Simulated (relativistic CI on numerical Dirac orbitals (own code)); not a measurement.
Charge states of selenium

Method of calculation: Dirac-Coulomb-Breit CI, separate exchange-only KLI orbitals for each configuration, model QED, valence Slater integrals scaled by 0.9 (own radial code, finite nucleus).

Each species is treated in one configuration, given outside its closed core. Radial values are for the open shell of highest l, unscaled and averaged over j; ζ includes the Breit term. Labels give the leading LS character, summed over repeated terms.

| Ion | Configuration | Its lowest level | LS weight (%) | ζ (cm⁻¹) | Next level | E (cm⁻¹) | g_J | g√(J(J+1)) |
| --- | --- | --- | --- | --- | --- | --- | --- | --- |
| Se²⁴⁺ | 2s2.2p6 | 1S_0 | 100 |  |  |  |  | 0.00 |
| Se²⁵⁺ | 2s2.2p5 | 2P°_3/2 | 100 | 229900 | 2P°_1/2 | 345630 | 1.328 | 2.57 |
| Se²⁶⁺ | 2s2.2p4 | 3P_2 | 80 | 237200 | 3P_0 | 147730 | 1.392 | 3.41 |
| Se²⁷⁺ | 2s2.2p3 | 4S°_3/2 | 52 | 244700 | 2D°_3/2 | 292870 | 1.590 | 3.08 |
| Se²⁸⁺ | 2s2.2p2 | ? | ? | ? | ? | ? | ? | ? |
| Se²⁹⁺ | 2s2.2p | 2P°_1/2 | 100 | 260200 | 2P°_3/2 | 391120 | 0.657 | 0.57 |
| Se³⁰⁺ | 2s2 | 1S_0 | 100 |  |  |  |  | 0.00 |
| Se³¹⁺ | 2s | 2S_1/2 | 100 |  |  |  | 1.993 | 1.73 |
| Se³²⁺ | 1s2 | 1S_0 | 100 |  |  |  |  | 0.00 |

Task: Fill in the row of Se²⁸⁺.

Result: Its lowest level 3P_0; LS weight (%) 81; ζ (cm⁻¹) 252300; Next level 3P_1; E (cm⁻¹) 297320; g√(J(J+1)) 0.00.
